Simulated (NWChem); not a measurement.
WSCl$_{3}$, doublet; SMILES [Cl][W]([Cl])(=[S])[Cl]

Program: NWChem. Spin-unrestricted. All runs use the structure optimised with PBE0/def2-SVP, spin-unrestricted. Not confirmed as a minimum by frequencies. This spin state was assumed; another may lie lower. No stability test was run on the SCF state. def2 effective core potentials on W; no spin-orbit coupling. Level MN15/def2-SVP: energy and gradient on several grids; changes count from the extra-fine grid, which is no exact limit either.

Which is the coarsest grid (coarse; medium; fine; xfine; xcoarse) from which on the energy stays within 100 μHa and each gradient component within 200 μHa/bohr of xfine?

coarse.
```
grid     size of the energy change (μHa)  largest change of a gradient component (μHa/bohr)  time, medium = 1 (rough)
-------  -------------------------------  -------------------------------------------------  ------------------------
xcoarse                             4000                                                100                   about 1
coarse                              < 10                                               < 30                   about 1
medium                              < 10                                               < 30                   about 1
fine                                < 10                                               < 30                   about 1
xfine                               < 10                                               < 30                         3
```
